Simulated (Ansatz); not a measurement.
Ti2O4⁺. Charge 1, multiplicity 2. Geometry r2SCAN-D4/def2-SVP.

Cartesian coordinates in Å:
```
Ti 0.6866 0.6186 0.8808
Ti -0.9963 0.1645 -0.7809
O 0.9779 -1.1145 0.3202
O 0.4319 1.2727 -0.7856
O 0.0077 -1.3765 -0.6379
O -1.1078 0.4353 1.0035
```

The structure holds 1 bond(s) between oxygen atoms. No other spin state of charge 1 was run. Another isomer (doublet) lies 1.28 eV lower at PBE0-D4/def2-TZVP; other spin states weren't run for this one.

Problem. Estimate the α-spin orbital energies around the gap (eV) in Ansatz with PBE-D4/def2-SVP, PBE-D4/def2-TZVP, r2SCAN-D4/def2-TZVP, B97M-V/def2-TZVP, BHLYP-D4/def2-TZVP.

Solution. 
```
orbital  PBE-D4/def2-SVP  PBE-D4/def2-TZVP  r2SCAN-D4/def2-TZVP  B97M-V/def2-TZVP  BHLYP-D4/def2-TZVP
 HOMO−5           -14.08            -14.05               -14.35            -14.40              -17.14
 HOMO−4           -14.03            -13.98               -14.27            -14.29              -17.03
 HOMO−3           -12.83            -12.80               -13.04            -13.07              -15.63
 HOMO−2           -12.00            -11.98               -12.18            -12.26              -14.69
 HOMO−1           -11.39            -11.36               -11.52            -11.56              -13.97
   HOMO            -9.96             -9.88               -10.12            -10.17              -13.02
   LUMO            -9.16             -9.09                -9.02             -9.02               -7.62
 LUMO+1            -8.36             -8.31                -8.13             -8.26               -6.85
 LUMO+2            -8.18             -8.15                -8.09             -8.09               -6.67
 LUMO+3            -8.16             -8.12                -7.95             -7.97               -6.14
 LUMO+4            -8.00             -7.93                -7.81             -7.81               -5.76
 LUMO+5            -7.08             -7.11                -6.88             -7.02               -5.69
 β HOMO           -11.37            -11.35               -11.52            -11.56              -14.01
 β LUMO            -9.06             -8.97                -8.67             -8.76               -7.45
```
